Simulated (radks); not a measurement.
Task: Species: Ag4+. Configuration: [Kr] 4d7. All-electron calculation, scalar-relativistic Kohn-Sham, SCAN, spin-unpolarised, spherical densities, finite nucleus; meta-GGA in the generalised Kohn-Sham scheme; Fermi nuclear charge, rms radius 4.5454 fm. Program: a radial shooting solver on a logarithmic mesh with Libxc functionals. Some entries of the table are withheld. Estimate them.

orbital  occ.  eigenvalue (eV)  <1/r> (bohr^-1)  r(max) (bohr)
1s          2        -25437.59            49.43        0.02016
2s          2        -3810.672            11.25         0.1138
2p          6        -3420.570            10.85        0.09118
3s          2        -752.2955              (1)         0.3320
3p          6        -622.9825            3.764         0.3255
3d         10        -420.0814            3.531         0.2743
4s          2              (2)            1.521            (3)
4p          6        -116.0375            1.382         0.8717
4d          7              (4)              (5)         0.9941

Result: 
(1) 3s <1/r> (bohr^-1): 3.958
(2) 4s eigenvalue (eV): -154.2508
(3) 4s r(max) (bohr): 0.8215
(4) 4d eigenvalue (eV): -60.0942
(5) 4d <1/r> (bohr^-1): 1.104
